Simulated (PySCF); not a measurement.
Mg(Me)(OH) (CH₄MgO), SMILES [CH3][Mg][OH].

Geometry optimised at PBE0-D3(BJ)/def2-TZVP. Other conformers were not sampled.

Calculation: TDA-ωB97X/def2-SVPD run with PySCF.

Vertical excitations; the highest root listed may be one member of a degenerate set. Gas-phase values at a fixed geometry. State labels are in the subgroup Cs.

```
state  symmetry  energy (eV)  λ (nm)      f                                                                      main pairs
-----  --------  -----------  ------  -----  ------------------------------------------------------------------------------
S1           A'         6.11     203  0.240                                                                  HOMO→LUMO 90 %
S2           A'         6.31     197  0.060                                                    HOMO−1→LUMO (degenerate set)
S3           A"         6.31     197  0.060                                                    HOMO−2→LUMO (degenerate set)
S4           A'         6.83     182  0.136                                       HOMO→LUMO+2, HOMO→LUMO+5 (degenerate set)
S5           A"         6.83     182  0.136                                       HOMO→LUMO+1, HOMO→LUMO+4 (degenerate set)
S6           A"         7.49     165  0.000     HOMO−1→LUMO+1, HOMO−2→LUMO+2, HOMO−1→LUMO+4, HOMO−2→LUMO+5 (degenerate set)
S7           A'         7.49     165  0.000     HOMO−2→LUMO+1, HOMO−1→LUMO+2, HOMO−2→LUMO+4, HOMO−1→LUMO+5 (degenerate set)
S8           A"         7.52     165  0.000  HOMO−2→LUMO+2 36 %, HOMO−1→LUMO+1 36 %, HOMO−2→LUMO+5 12 %, HOMO−1→LUMO+4 12 %
S9           A'         7.91     157  0.003                                                                HOMO→LUMO+3 73 %
S10          A'         8.20     151  0.010                      HOMO−1→LUMO+3 55 %, HOMO−1→LUMO+6 21 %, HOMO−1→LUMO+7 13 %
T1           A'         5.35     232      0                                                                  HOMO→LUMO 88 %
T2           A'         6.16     201      0                                                    HOMO−1→LUMO (degenerate set)
T3           A"         6.16     201      0                                                    HOMO−2→LUMO (degenerate set)
T4           A"         6.74     184      0                                              HOMO→LUMO+1 69 %, HOMO→LUMO+4 27 %
```
Triplets are in the Tamm–Dancoff approximation.
